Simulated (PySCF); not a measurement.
Problem. Write Cartesian coordinates for `C1C[C@H]2C[C@@H](C1)C2` as optimised with GFN2-xTB.

Solution. 
```
atom  x, y, z in Å
C1     1.382    0.632   -0.378
C2     0.054    1.367   -0.615
C3    -1.088    0.661    0.110
C4    -1.275   -0.734   -0.505
C5    -0.153   -1.188    0.440
C6     1.193   -0.883   -0.212
C7    -0.572   -0.043    1.375
H8     2.073    0.835   -1.198
H9     1.843    1.027    0.529
H10   -0.177    1.402   -1.682
H11    0.148    2.398   -0.266
H12   -1.966    1.302    0.199
H13   -1.095   -0.833   -1.574
H14   -2.237   -1.176   -0.254
H15   -0.192   -2.208    0.824
H16    2.010   -1.283    0.392
H17    1.230   -1.381   -1.185
H18    0.201    0.452    1.957
H19   -1.387   -0.336    2.034
```

Orientation and origin are arbitrary. Atoms count from 1 in this order. The 6-membered ring C1–C2–C3–C7–C5–C6 has internal angles of 86.1° to 112.5°; it is puckered, 0.37 Å rms from its mean plane, widest ring torsion 82°. Of the pairs four or more bonds apart, C1···H18 is among the closest relative to their van der Waals radii: 2.62 Å, 90 % of the sum of Bondi's values. The 4-membered ring C3–C4–C5–C7 has internal angles of 86.1° to 87.4°; it is puckered, 0.18 Å rms from its mean plane, widest ring torsion 27°. The 6-membered ring C1–C2–C3–C4–C5–C6 has internal angles of 86.2° to 112.5°; it is puckered, 0.31 Å rms from its mean plane, widest ring torsion 84°.

Bonds between heavy atoms (Å): C1–C2 1.536, C2–C3 1.527, C3–C4 1.535, C4–C5 1.535, C5–C6 1.527, C5–C7 1.537, C1–C6 1.536, C3–C7 1.537.

Computed geometry: GFN2-xTB, gas phase.

Point group: Cs (every atom within 0.08 Å of its image). Stationary, but not proved a minimum.
